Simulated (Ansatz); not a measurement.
`CCCCCCCCB(O)O`. The state is a singlet with charge 0. Geometry PBE0-D4/def2-SVP; atoms count from 1.

```xyz
30

C     4.019    2.821    0.842
C     2.712    2.096    1.115
C     1.872    1.866   -0.133
C     0.566    1.131    0.128
C    -0.276    0.925   -1.124
C    -1.603    0.212   -0.893
C    -1.480   -1.246   -0.468
C    -2.829   -1.948   -0.298
B    -2.675   -3.450    0.146
O    -3.076   -4.439   -0.708
O    -2.121   -3.702    1.371
H     3.840    3.812    0.393
H     4.601    2.975    1.763
H     4.651    2.255    0.140
H     2.920    1.123    1.595
H     2.117    2.666    1.850
H     1.656    2.839   -0.612
H     2.467    1.299   -0.873
H    -0.026    1.691    0.875
H     0.790    0.157    0.597
H    -0.471    1.911   -1.583
H     0.314    0.362   -1.871
H    -2.188    0.762   -0.133
H    -2.203    0.258   -1.819
H    -0.915   -1.319    0.477
H    -0.873   -1.783   -1.221
H    -3.416   -1.413    0.470
H    -3.407   -1.891   -1.234
H    -2.944   -5.337   -0.390
H    -2.023   -4.632    1.598
```

Question: Estimate the Mulliken populations of the heavy atoms from the PBE0/def2-TZVP orbitals of Ansatz.

Answer: 
| atom | charge (e) |
| --- | --- |
| C1 | -0.36 |
| C2 | -0.16 |
| C3 | -0.21 |
| C4 | -0.24 |
| C5 | -0.15 |
| C6 | -0.13 |
| C7 | -0.30 |
| C8 | -0.27 |
| B9 | 0.30 |
| O10 | -0.41 |
| O11 | -0.42 |
Mulliken values depend strongly on the basis.

Question: And the Mayer bond orders between heavy atoms (over 0.3)?

Answer: C1–C2 1.01 (1.52 Å); C2–C3 1.02 (1.52 Å); C3–C4 1.03 (1.52 Å); C4–C5 1.02 (1.52 Å); C5–C6 1.01 (1.52 Å); C6–C7 1.02 (1.52 Å); C7–C8 1.02 (1.53 Å); C8–B9 1.00 (1.57 Å); B9–O10 1.36 (1.37 Å); B9–O11 1.35 (1.37 Å).
